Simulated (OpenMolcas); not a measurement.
V2+ with its 6 nearest fluoride ions, on the Zn site of KZnF3 (a = 4.054 Å, distance in the model lattice 2.027 Å). The rest of the host is ab initio model potentials to 7.6 Å, with orthogonalisation functions on the cations behind the ligands, and point charges beyond; the distance is set by hand and nothing relaxes. Ligand basis ANO-RCC-VDZP.

- Program: OpenMolcas
- Method: SS-CASPT2, IPEA 0.25 Eh, imaginary shift 0.1 Eh (closed shells correlated: 3s 3p and the ligand valence shells)
- Basis: ANO-RCC-VTZP [6s5p3d2f1g]
- Scalar Hamiltonian: DKH2, point nucleus
- Active space: 3 electrons in 5 orbitals (3d)
- State averaging: 2S+1 = 4 even, 10 roots; 2S+1 = 2 even, 40 roots
- Spin-orbit coupling: RASSI with atomic mean-field integrals over the reference wave functions

All ligands move together. At R = 2.027 Å the first state of the same spin is 13640 cm-1, and at R = 2.1 Å it is 11400 cm-1.

Question: A third run gives 12140 cm-1. What distance was it run at?

Answer: With a power law R^-n the two known points give n = -ln(11400 / 13640) / ln(2.1 / 2.027) = 5.07. Then R = 2.027 × (13640 / 12140)^(1/5.07) = 2.074 Å. The run was at 2.074 Å, so the estimate is off by 0 Å.

Roots that are degenerate in the reference are averaged as groups; the widest CASPT2 spread within a group is 510 cm-1 (the 3-fold group of multiplicity 2 near 61600 cm-1 above the lowest state of its run, R = 2.1). Shifts and gaps below about the spread of the groups concerned are not significant. Over all roots computed the reference weight is 0.74 to 0.75 in R = 2.027, 0.74 to 0.75 in R = 2.074, 0.74 to 0.75 in R = 2.1; a low but even weight reflects the number of correlated electrons. Ligand-to-metal charge-transfer states are missing. With no ligand orbital active B as a rule stays too high, so bands that hang on it stand too high and its fall with covalency is understated. With one d shell and no ligand orbital active, 10Dq can be off by tens of per cent for divalent 3d ions, low with halides held by bare charges and at times high in hosts. Free-ion shares, where given, are those of the reference states; single-state CASPT2 does not remix them. These CASPT2 states fit no ligand-field parameters well, so their order and spin gaps are uncertain (holds for R = 2.074; R = 2.1). No measured value stands beside these numbers; the geometry was set by hand and not optimised.
